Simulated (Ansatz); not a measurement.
System: sum formula TiOF, net charge 0, doublet state. The spin state was set by rule; other spins were not relaxed. SMILES: [O]=[Ti][F]
Geometry: optimised at B3LYP-D3(BJ)/def2-TZVP (Ansatz, a quantum-chemistry and plane-wave program).

Wanted: vertical ionisation energy (to the singlet state of charge +1; each state is the SCF solution reached for its spin; for the singlet the Hartree-Fock reference is unstable and T1 is 0.040; for the doublet the Hartree-Fock reference is unstable and T1 is 0.038), in eV. Correlated levels leave the core frozen unless marked. Open shells are spin-unrestricted. Spin-orbit coupling is left out. Frozen are the shells of the preceding noble gas and the d and f shells that filled before the atom's block. Non-relativistic. CBS(X,Y): correlation extrapolated as X^-3; Hartree-Fock from the larger set.

```csv
level,program,vertical ionisation energy (eV)
PBE/def2-TZVPD,Ansatz,8.01
B3LYP/def2-TZVPD,Ansatz,8.49
PBE0/def2-TZVPD,Ansatz,8.42
BHLYP/def2-TZVPD,Ansatz,8.96
wB97M-V/def2-TZVPD,Ansatz,8.45
wB97X-V/def2-TZVPD,Ansatz,8.43
RI-MP2/def2-TZVPPD,Ansatz,7.18
"RI-MP2/CBS(def2-TZVPPD,def2-QZVPPD)",Ansatz,7.25
CCSD/def2-SVPD,Ansatz,8.32
```
